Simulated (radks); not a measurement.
Results of a calculation; reference values are marked as such.
Spherical quantum dot in the effective-mass picture: electrons in a hard-walled sphere of radius 8.26, all in effective atomic units (hartree* = m*/eps^2 hartree, bohr* = eps/m* bohr), one dielectric constant everywhere. Level of theory: non-relativistic Kohn-Sham, LDA (Slater exchange, Perdew-Wang correlation), spin-polarised, spherical densities (a radial shooting solver with Libxc functionals). Levels are named by radial order and angular momentum (1s, 1p, 1d, 2s, ...), and open shells are averaged over m.

N = 24, configuration 1s2 1p6 1d10 1f(up 6, down 0). This is the lowest configuration that the search found. Occupied and some empty levels:

level    occupation  eigenvalue (hartree*)  <r> (bohr*)
1s up             1                 3.5035        6.198
1s down           1                 3.5295        6.171
1p up             3                 3.5321        6.258
1p down           3                 3.5584        6.238
1d up             5                 3.5868        6.335
1d down           5                 3.6136        6.322
1f up             6                 3.6657        6.415
1f down           0                 3.6929        6.407
1g up             0                 3.7673        6.492
1g down           0                 3.7948        6.487
2s up             0                 3.8882        3.834
2s down           0                 3.8959        3.795
2p up             0                 3.9888        4.423
2p down           0                 3.9995        4.395
2d up             0                 4.1203        4.804
2d down           0                 4.1334        4.782

Energy (hartree*): total 45.2834, kinetic 7.9757, external 0, Hartree 42.628, exchange-correlation -5.3202.

Electron density:

r (bohr*)  n(r) (e/bohr*^3)
0.665            0.00005238
1.28             0.00009685
1.90              0.0002140
2.51              0.0004988
3.13               0.001151
3.74               0.002536
4.36               0.005202
4.97               0.009656
5.59                0.01557
6.20                0.02031
6.82                0.01888
7.43               0.009432
8.05              0.0007191
